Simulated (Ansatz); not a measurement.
Two isomers of CH8GeSi2: A = `[GeH3][CH]1[SiH2][SiH2]1`, B = `[CH2]1[SiH2][SiH2][GeH2]1`.

Calculated with Ansatz (gas phase, PBE0-D4/def2-TZVP geometries, no zero-point term in ΔE). CCSD(T)/CBS is the MP2 limit (def2-TZVPP, def2-QZVPP) plus CCSD(T) − MP2 in def2-TZVPP, frozen cores. Functionals use def2-TZVPP. B3LYP here is the variant with VWN-RPA as its local correlation; programs differ in this. For Ge outer-core shells are correlated without core-valence functions, which leaves a few kJ/mol of doubt a bond. Scalar relativity is left out up to krypton.

Which is lower in electronic energy at CCSD(T)/CBS, and by how much? (An estimate is asked.)

Ansatz gave: B, by 23.2 kcal/mol.

Give E(B) − E(A) in kcal/mol with ωB97M-V, MP2/def2-TZVPP, r2SCAN-D4, B3LYP-D4, CCSD(T)/def2-TZVPP, B2PLYP, CCSD/def2-TZVPP. (An estimate is asked.)

Ansatz gave: ωB97M-V -22.8, MP2/def2-TZVPP -22.3, r2SCAN-D4 -23.1, B3LYP-D4 -23.5, CCSD(T)/def2-TZVPP -23.1, B2PLYP -23.0, CCSD/def2-TZVPP -23.2. None reverses the order clearly.

Largest T1 diagnostic: 0.013.
